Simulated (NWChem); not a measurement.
System: AlH2OCl; SMILES [OH][AlH][Cl]

Parts of the log:

```
             Northwest Computational Chemistry Package (NWChem) 7.3.0
             --------------------------------------------------------

 CS  symmetry detected

                             Geometry "geometry" -> ""
                             -------------------------

 Output coordinates in angstroms (scale by  1.889725989 to convert to a.u.)

  No.       Tag          Charge          X              Y              Z
 ---- ---------------- ---------- -------------- -------------- --------------
    1 Al                  13.0000    -0.53569306     0.54116144     0.00000000
    2 H                    1.0000    -2.07228572     0.84666566     0.00000000
    3 Cl                  17.0000     0.18505271    -1.43578539     0.00000000
    4 O                    8.0000     0.54807707     1.83999733     0.00000000
    5 H                    1.0000     1.50578286     1.80660854     0.00000000

 Effective nuclear repulsion energy (a.u.)     128.6457541870

      Symmetry information
      --------------------

 Group name             Cs
 Group number              2
 Group order               2
 No. of unique centers     5

                                 NWChem DFT Module
                                 -----------------

 Summary of "ao basis" -> "ao basis" (spherical)
 ------------------------------------------------------------------------------
       Tag                 Description            Shells   Functions and Types
 ---------------- ------------------------------  ------  ---------------------
 Al                          6-31g*                  8       18   4s3p1d
 H                           6-31g*                  2        2   2s
 Cl                          6-31g*                  8       18   4s3p1d
 O                           6-31g*                  6       14   3s2p1d

      Symmetry analysis of basis
      --------------------------

        a'         40
        a"         14

            General Information
            -------------------
          SCF calculation type: DFT
          Wavefunction type:  closed shell.
          No. of atoms     :     5
          No. of electrons :    40
           Alpha electrons :    20
            Beta electrons :    20
          Charge           :     0
          Spin multiplicity:     1
          Use of symmetry is: on ; symmetry adaption is: on
          Maximum number of iterations: 150
          AO basis - number of functions:    54
                     number of shells:    26
          Convergence on energy requested:  1.00D-06
          Convergence on density requested:  1.00D-05
          Convergence on gradient requested:  5.00D-04

              XC Information
              --------------
                      HCTH407 Method XC Functional
                      HCTH407  Exchange Functional  1.000
                   HCTH407  Correlation Functional  1.000

             Grid Information
             ----------------
          Grid used for XC integration:  medium
          Radial quadrature: Mura-Knowles
          Angular quadrature: Lebedev.
          Tag              B.-S. Rad. Rad. Pts. Rad. Cut. Ang. Pts.
          ---              ---------- --------- --------- ---------
          Al                  1.25       88           8.0       590
          H                   0.35       45          10.0       434
          Cl                  1.00       88          10.0       590
          O                   0.60       49           9.0       434
          Grid pruning is: on
          Number of quadrature shells:   315
          Spatial weights used:  Erf1

      Superposition of Atomic Density Guess
      -------------------------------------

 Sum of atomic energies:        -777.06005073

      Non-variational initial energy
      ------------------------------

 Total energy =    -777.524665
 1-e energy   =   -1331.489643
 2-e energy   =     425.319224
 HOMO         =      -0.421298
 LUMO         =       0.005589

      Symmetry analysis of molecular orbitals - initial
      -------------------------------------------------

  Numbering of irreducible representations:

     1 a'          2 a"

  Orbital symmetries:

     1 a'          2 a'          3 a'          4 a'          5 a'
     6 a'          7 a"          8 a'          9 a'         10 a'
    11 a"         12 a'         13 a'         14 a'         15 a'
    16 a'         17 a"         18 a'         19 a"         20 a'
    21 a'         22 a"         23 a'         24 a'         25 a'
    26 a'         27 a"         28 a'         29 a'         30 a'

     ---------------------------------------------
      Total Density - Mulliken Population Analysis
     ---------------------------------------------

    Atom       Charge   Shell Charges
 -----------   ------   -------------------------------------------------------
    1 Al  13    11.87   2.00  2.00  5.97  0.72  0.69  0.21  0.11  0.17
    2 H    1     1.06   0.44  0.62
    3 Cl  17    17.47   2.00  2.00  5.98  1.38  3.75  0.55  1.80  0.01
    4 O    8     9.15   2.00  0.94  3.21  0.91  2.09  0.01
    5 H    1     0.44   0.35  0.09

   convergence    iter        energy       DeltaE   RMS-Dens  Diis-err
 ---------------- ----- ----------------- --------- --------- ---------
 d= 0,ls=0.0,diis     1   -779.1196856759 -9.08D+02  2.72D-02  5.83D-01
 d= 0,ls=0.0,diis     2   -778.8445040480  2.75D-01  1.92D-02  3.10D+00
 d= 0,ls=0.0,diis     3   -779.1831516413 -3.39D-01  4.80D-03  4.82D-02
 d= 0,ls=0.0,diis     4   -779.1877568807 -4.61D-03  2.19D-03  1.18D-02
 d= 0,ls=0.0,diis     5   -779.1897229014 -1.97D-03  3.24D-04  3.52D-04
  Resetting Diis
 d= 0,ls=0.0,diis     6   -779.1897722002 -4.93D-05  4.62D-05  1.01D-05
 d= 0,ls=0.0,diis     7   -779.1897734979 -1.30D-06  2.37D-05  6.00D-07
 d= 0,ls=0.0,diis     8   -779.1897733866  1.11D-07  1.41D-05  1.76D-06
 d= 0,ls=0.0,diis     9   -779.1897735660 -1.79D-07  3.44D-06  7.05D-08

         Total DFT energy =     -779.189773565980
      One electron energy =    -1334.610342363814
           Coulomb energy =      483.234180147693
    Exchange-Corr. energy =      -56.459365536847
 Nuclear repulsion energy =      128.645754186988

 Numeric. integr. density =       40.000005831256

                  Occupations of the irreducible representations
                  ----------------------------------------------

                     irrep           alpha         beta
                     --------     --------     --------
                     a'               16.0         16.0
                     a"                4.0          4.0

                       DFT Final Molecular Orbital Analysis
                       ------------------------------------

 Vector   18  Occ=2.000000D+00  E=-3.002909D-01  Symmetry=a'
              MO Center= -1.6D-01,  6.2D-01,  1.1D-16, r^2= 3.9D+00
   Bfn.  Coefficient  Atom+Function         Bfn.  Coefficient  Atom+Function
  ----- ------------  ---------------      ----- ------------  ---------------
    42      0.378932  4 O  py                27     -0.315301  3 Cl px
    46      0.274329  4 O  py                28      0.262355  3 Cl py
    20     -0.225020  2 H  s                 19     -0.173045  2 H  s
    31     -0.165371  3 Cl px                44      0.163826  4 O  s
     6     -0.143462  1 Al s                  8     -0.141080  1 Al py

 Vector   19  Occ=2.000000D+00  E=-2.848794D-01  Symmetry=a"
              MO Center=  4.2D-01,  9.6D-01,  1.1D-15, r^2= 2.8D+00
   Bfn.  Coefficient  Atom+Function         Bfn.  Coefficient  Atom+Function
  ----- ------------  ---------------      ----- ------------  ---------------
    43      0.535313  4 O  pz                47      0.403481  4 O  pz
    29     -0.374484  3 Cl pz                33     -0.221422  3 Cl pz
    25      0.146263  3 Cl pz                 9      0.070325  1 Al pz
    15      0.060687  1 Al d -1              13      0.056755  1 Al pz
     5     -0.032963  1 Al pz                17     -0.025335  1 Al d  1

 Vector   20  Occ=2.000000D+00  E=-2.835729D-01  Symmetry=a'
              MO Center=  1.3D-01, -3.2D-01, -2.5D-15, r^2= 3.6D+00
   Bfn.  Coefficient  Atom+Function         Bfn.  Coefficient  Atom+Function
  ----- ------------  ---------------      ----- ------------  ---------------
    27      0.547287  3 Cl px                42      0.338435  4 O  py
    31      0.290549  3 Cl px                28      0.245016  3 Cl py
    46      0.233240  4 O  py                23     -0.212373  3 Cl px
    32      0.129610  3 Cl py                20      0.103381  2 H  s
     7     -0.095473  1 Al px                24     -0.094869  3 Cl py

 Vector   21  Occ=0.000000D+00  E=-5.425164D-02  Symmetry=a"
              MO Center= -5.6D-01,  5.3D-01,  7.7D-15, r^2= 4.1D+00
   Bfn.  Coefficient  Atom+Function         Bfn.  Coefficient  Atom+Function
  ----- ------------  ---------------      ----- ------------  ---------------
    13      0.632116  1 Al pz                 9      0.532981  1 Al pz
    47     -0.230743  4 O  pz                43     -0.224748  4 O  pz
    29     -0.219868  3 Cl pz                33     -0.211703  3 Cl pz
     5     -0.176548  1 Al pz                25      0.081713  3 Cl pz
    17      0.049123  1 Al d  1              35      0.038101  3 Cl d -1

 Vector   22  Occ=0.000000D+00  E=-3.991481D-02  Symmetry=a'
              MO Center=  2.1D-02,  5.2D-01,  7.5D-15, r^2= 4.7D+00
   Bfn.  Coefficient  Atom+Function         Bfn.  Coefficient  Atom+Function
  ----- ------------  ---------------      ----- ------------  ---------------
    10      1.164107  1 Al s                 44     -0.456488  4 O  s
    20     -0.446089  2 H  s                 30     -0.432763  3 Cl s
    11      0.369700  1 Al px                32     -0.315463  3 Cl py
     6      0.249712  1 Al s                 28     -0.232985  3 Cl py
    26     -0.172318  3 Cl s                  2     -0.169541  1 Al s

[...]
```

Level: HCTH/407/6-31G* (spherical d). The geometry was optimised at PBE0/def2-SVP.

### Question
Which NWChem input produces such a log?

### Answer
One answer among several that fit: the input that was run:
```
start job
memory heap 200 mb stack 900 mb global 1100 mb
geometry units angstroms noautoz
  Al    -0.579326     0.608741     0.000000
  H     -2.143871     0.690281     0.000000
  Cl     0.418009    -1.244126     0.000000
  O      0.306567     2.049826     0.000000
  H      1.259132     2.154397     0.000000
end
basis spherical
  * library 6-31g*
end
dft
  xc hcth407
  iterations 150
  mulliken
end
task dft energy
```
